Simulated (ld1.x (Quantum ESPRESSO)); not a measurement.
**zinc (Zn) RRKJ: all-electron and pseudo phase curves**

ld1.x (Quantum ESPRESSO) 7.5 input, shortened:

```
&input
   title='Zn', zed=30., rel=1, dft='REVPBE', iswitch=3,
   config='[Ar] 3d10 4s1 4p0'
 /
 &inputp
   pseudotype=2, tm=.false., rho0=0.02, lloc=2,
   nlcc=.true., new_core_ps=.true.
 /
3
4S  1  0   1.00   0.00  1.85  1.85  0.0
4P  2  1   0.00   0.00  1.85  1.85  0.0
3D  3  2  10.00   0.00  0.65  0.65  0.0
 &test
   configts(1)='3d10 4s1 4p0'
 /
```

The phase is arctan(r·u′/u) with u = r·R(r), unwrapped; energies in Ry, scanned from -3 to 5 Ry. A pole is an energy at which the radial function vanishes at the test radius. The pseudo phase is shifted by a multiple of π to meet the all-electron one at the reference energy, and phase errors are pseudo minus all-electron; the curves can meet again beyond the range given. Levels narrower than the energy grid can be missing from the lists of poles.

```csv
channel,radius (bohr),reference energy (Ry),"poles, all-electron","poles, pseudo",unbroken range about the reference energy with phases within 0.05 rad,phase error 1 Ry above the reference energy (rad)
s,2.00,-1.02,2.77,"-0.89, 3.23",below -0.9,-3.098
p,2.00,-0.56,4.26,3.07,below 0.9,-0.036
d,2.00,-1.45,-1.22,-1.22,the whole range,+0.000
```

Note: ghost states, extra bound levels that the all-electron valence spectrum of the same l lacks: s at -646.0 eV, p at -378.1 eV, s at -12.0 eV. A true bound ghost makes a file unfit for plane-wave use.

Phases in the d channel:

| E (Ry) | all-electron | pseudo |
| --- | --- | --- |
| -3.00 | 1.250 | 1.250 |
| -2.52 | 1.194 | 1.194 |
| -2.04 | 1.058 | 1.058 |
| -1.56 | -0.362 | -0.360 |
| -1.08 | -1.663 | -1.663 |
| -0.60 | -1.812 | -1.812 |
| -0.12 | -1.899 | -1.899 |
| 0.36 | -1.988 | -1.988 |
| 0.84 | -2.106 | -2.104 |
| 1.32 | -2.292 | -2.289 |
| 1.80 | -2.628 | -2.624 |
| 2.28 | -3.208 | -3.200 |
| 2.76 | -3.808 | -3.800 |
| 3.24 | -4.164 | -4.160 |
| 3.72 | -4.357 | -4.353 |
| 4.20 | -4.471 | -4.469 |
| 4.68 | -4.547 | -4.545 |
